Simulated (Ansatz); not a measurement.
Geometry optimisation, RKS PBE/def2-SVP in Ansatz.

Input file:

```yaml
crystal:
  periodic: [false, false, false]
  atoms:
    - { symbol: Ga, position_ang: [-0.128516, 0.518858, -0.301095] }
    - { symbol: H, position_ang: [-0.111095, 0.031368, 2.430321] }
    - { symbol: H, position_ang: [1.208016, -0.190041, -0.702846] }
    - { symbol: O, position_ang: [-1.767522, -0.128535, -0.675646] }
    - { symbol: H, position_ang: [-1.728336, -1.008021, -1.09196] }
    - { symbol: "N", position_ang: [-0.219733, 2.248613, 0.450877] }
    - { symbol: H, position_ang: [-1.09481, 2.604415, 0.840578] }
    - { symbol: H, position_ang: [0.605948, 2.724536, 0.816931] }
    - { symbol: H, position_ang: [-0.119553, 0.665206, 2.076041] }
basis:
  gaussian: { orbitals: def2-SVP }
hamiltonian:
  xc: pbe
relax:
  f_tol: 0.03
  max_steps: 50
```

Run as:

```bash
$ ansatz run input.yaml --threads 2 --pin off --max-ram 3072MiB --backend cpu --events-out ev --progress --plain --runs-dir out
```

Task: Where does it end, and by what steps?

Result: The run converged. The force dipped under the threshold on the way, but the program's further checks kept it going. After 16 steps the energy has fallen by 0.230 eV; H2 moved furthest, 1.41 Å.

```json
{"step": "0", "energy less start (eV)": "0.0000", "largest force component (eV/Å)": "1.774", "accepted": "yes"}
{"step": "1", "energy less start (eV)": "-0.1504", "largest force component (eV/Å)": "0.475", "accepted": "yes"}
{"step": "2", "energy less start (eV)": "-0.1847", "largest force component (eV/Å)": "0.243", "accepted": "yes"}
{"step": "3", "energy less start (eV)": "-0.1928", "largest force component (eV/Å)": "0.114", "accepted": "yes"}
{"step": "4", "energy less start (eV)": "-0.2007", "largest force component (eV/Å)": "0.218", "accepted": "yes"}
{"step": "5", "energy less start (eV)": "-0.2109", "largest force component (eV/Å)": "0.277", "accepted": "yes"}
{"step": "6", "energy less start (eV)": "-0.2095", "largest force component (eV/Å)": "0.337", "accepted": "no"}
{"step": "7", "energy less start (eV)": "-0.2160", "largest force component (eV/Å)": "0.127", "accepted": "yes"}
{"step": "8", "energy less start (eV)": "-0.2203", "largest force component (eV/Å)": "0.067", "accepted": "yes"}
{"step": "9", "energy less start (eV)": "-0.2234", "largest force component (eV/Å)": "0.091", "accepted": "yes"}
{"step": "10", "energy less start (eV)": "-0.2250", "largest force component (eV/Å)": "0.155", "accepted": "yes"}
{"step": "11", "energy less start (eV)": "-0.2255", "largest force component (eV/Å)": "0.254", "accepted": "yes"}
{"step": "12", "energy less start (eV)": "-0.2279", "largest force component (eV/Å)": "0.128", "accepted": "yes"}
{"step": "13", "energy less start (eV)": "-0.2292", "largest force component (eV/Å)": "0.038", "accepted": "yes"}
{"step": "14", "energy less start (eV)": "-0.2298", "largest force component (eV/Å)": "0.020", "accepted": "yes"}
{"step": "15", "energy less start (eV)": "-0.2301", "largest force component (eV/Å)": "0.068", "accepted": "yes"}
{"step": "16", "energy less start (eV)": "-0.2302", "largest force component (eV/Å)": "0.023", "accepted": "yes"}
```

```xyz
9
Properties=species:S:1:pos:R:3
Ga -0.188 0.515 -0.728
H 0.141 0.619 3.682
H 1.129 -0.080 -1.331
O -1.851 -0.036 -1.171
H -1.835 -0.766 -1.815
N -0.240 1.794 0.572
H -1.118 2.237 0.852
H 0.568 2.360 0.838
H 0.038 0.822 2.944
```

Run time: 24 s on 2 threads of Arm Neoverse V2, on a shared host, peak memory 0.12 GiB.
